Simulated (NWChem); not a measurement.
## Lowest excitation of H₂GeO

```
O
H 1 0.9762
Ge 1 1.8131 2 112.70
H 3 1.6406 1 95.80 2 0.00
```
Charge 0, spin multiplicity 1.

Program: NWChem. Structure: optimised with PBE/def2-SVP, a minimum by its harmonic frequencies. It is one conformer; others weren't searched.

Basis set: def2-SVPD. CR-EOMCCSD(T) is the triples correction to the same EOM-CCSD root.

The Hamiltonian is non-relativistic. The correlated methods keep 10 core orbitals frozen. B3LYP has NWChem's definition, with VWN1-RPA local correlation. The structure started from a generated list of species. No row is a measurement; the coupled-cluster row has its own basis-set and correlation limits.

```json
[
 {"method": "TD-PBE", "lowest vertical singlet excitation energy (eV)": "3.21"},
 {"method": "CIS", "lowest vertical singlet excitation energy (eV)": "(withheld)"},
 {"method": "TDA-PBE0", "lowest vertical singlet excitation energy (eV)": "3.40"},
 {"method": "TD-B3LYP", "lowest vertical singlet excitation energy (eV)": "3.28"},
 {"method": "EOM-CCSD", "lowest vertical singlet excitation energy (eV)": "3.45"},
 {"method": "CR-EOMCCSD(T)", "lowest vertical singlet excitation energy (eV)": "(withheld)"}
]
```

**Question.** Some entries are withheld; supply them.

**Answer.** 
- CIS, lowest vertical singlet excitation energy (eV): 3.58
- CR-EOMCCSD(T), lowest vertical singlet excitation energy (eV): 3.33
